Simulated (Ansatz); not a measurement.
Reaction (ligand exchange at the Si–O bond): `N=C([SiH3])O[SiH3]` + `N=CO` → `O/C=N/[SiH3]` + `N=C(O)[SiH3]`

Program: Ansatz. Geometries: PBE0-D4/def2-TZVP. ΔE: electronic, gas phase. CBS: MP2 limit from def2 TZ/QZ plus the TZ coupled-cluster correction, frozen cores. This one scheme is used for every species. DFT in def2-TZVPP. B3LYP here is the variant with VWN-RPA as its local correlation; programs differ in this. One conformer a species, not always the lowest.

`N=C([SiH3])O[SiH3]`:

Cartesian coordinates in Å:
```
N 0.181 0.635 1.283
C 0.146 -0.200 0.332
Si 0.645 -2.034 0.356
O -0.295 0.215 -0.869
Si -0.771 1.833 -1.014
H 0.526 0.232 2.147
H 1.739 -2.259 -0.620
H -0.528 -2.868 -0.001
H 1.106 -2.350 1.731
H -1.926 2.136 -0.141
H -1.180 1.904 -2.438
H 0.359 2.755 -0.766
```

`N=CO`:

Cartesian coordinates in Å:
```
N -0.123 -0.885 0.527
C -0.091 0.288 0.071
O 0.485 0.580 -1.098
H -0.598 -0.920 1.423
H -0.502 1.189 0.531
H 0.828 -0.253 -1.454
```

`O/C=N/[SiH3]`:

Z-matrix (Å, degrees):
```
Si
N 1 1.727
H 1 1.484 2 109.0
H 1 1.484 2 109.0 3 118.7
H 1 1.494 2 112.0 3 -120.6
C 2 1.255 1 124.9 3 120.6
O 6 1.335 2 123.3 1 -180.0
H 6 1.096 2 126.9 1 -0.0
H 7 0.969 6 106.6 2 -0.0
```

`N=C(O)[SiH3]`:

```xyz
9

N    -0.876   -1.264    0.771
C    -0.110   -0.272    0.601
O     0.513    0.274    1.663
Si    0.308    0.611   -1.030
H    -1.284   -1.582   -0.103
H     0.238   -0.238    2.440
H    -0.432   -0.101   -2.102
H    -0.125    2.028   -0.961
H     1.768    0.544   -1.280
```

| level | ΔE (kcal/mol) |
| --- | --- |
| B3LYP-D4 | 8.1 |
| CCSD/CBS(def2) | 8.7 |

(1) What does CCSD(T)/CBS give? (An estimate is asked.)

Largest T1 diagnostic among the species: 0.014.

Results:

(1) Ansatz gave: +8.7 kcal/mol. The listed levels differ from it by -0.6, 0.0 kcal/mol.

The D4 term adds +1.0 kcal/mol with B3LYP and +0.5 kcal/mol with PBE0; it sums over pairs of atoms, weighted by their polarisabilities, and B3LYP, whose exchange is more repulsive, gets the larger term.
